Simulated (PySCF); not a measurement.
Isomers of C4H3F3, mass 108.019 u with the commonest isotopes. Theory: PySCF 2.14.0, PBE0-D3(BJ)/def2-SVP geometry optimisation, gas phase. One conformer each, none proved a minimum here; rigid rotors.

Question: Order these by out-of-plane moment Σ m c² = (Ia + Ib − Ic)/2, largest first.
A. `C#CCC(F)(F)F`
B. `[CH2:1]=[CH:2][C:3]([F:4])=[C:5]([F:6])[F:7]` with C1–C2–C3–F4 0°
C. `[CH:1]#[C:2][C@H:3]([F:4])[CH:5]([F:6])[F:7]` with C2–C3–C5–F6 -176°

Answer: A (45.66 u·Å²), C (7.73 u·Å²), B (0.00 u·Å²).

Question: Order these by radius of gyration √(Σ m r²/M), largest first.
A. `FC(F)(F)CC#C`
B. `[CH2:1]=[CH:2][C:3]([F:4])=[C:5]([F:6])[F:7]` with C1–C2–C3–F4 0°
C. `[CH:1]#[C:2][C@H:3]([F:4])[CH:5]([F:6])[F:7]` with C2–C3–C5–F6 -176°

Answer: B (1.843 Å), C (1.814 Å), A (1.768 Å).

Question: Order these by rotational constant C, smallest first.
A. `[CH2:1]=[CH:2][C:3]([F:4])=[C:5]([F:6])[F:7]` with C1–C2–C3–F4 0°
B. `C#CCC(F)(F)F`
C. `[CH:1]#[C:2][C@H:3]([F:4])[CH:5]([F:6])[F:7]` with C2–C3–C5–F6 -176°

Answer: A (1377 MHz), C (1453 MHz), B (1732 MHz).

| SMILES | point group | Ia (u·Å²) | Ib (u·Å²) | Ic (u·Å²) | κ | μa (D) | μb (D) | μc (D) |
| --- | --- | --- | --- | --- | --- | --- | --- | --- |
| C#CCC(F)(F)F | Cs | 96.55 | 286.62 | 291.84 | -0.98 | 1.28 | 1.33 | 0.01 |
| C#C[C@H](F)C(F)F | C1 | 124.98 | 238.27 | 347.79 | -0.48 | 1.52 | 0.82 | 0.27 |
| C=CC(F)=C(F)F | Cs | 102.64 | 264.44 | 367.08 | -0.70 | 0.74 | 1.03 | 0.00 |
